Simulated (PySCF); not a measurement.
A calculated (M06-L, PySCF 2.14, cc-pVTZ-DK, the spin-free X2C one-electron Hamiltonian (Gaussian nucleus)) atom or ion has these occupied shells.

```json
{"shell": "1s", "electrons": "2", "orbital energy (eV)": "-134.73", "rms radius, mean of both spins (bohr)": "0.481"}
```

**Question.** Name the element and its charge.

**Answer.** Be²⁺ (beryllium, charge +2), in 1s2, closed-shell 1S.
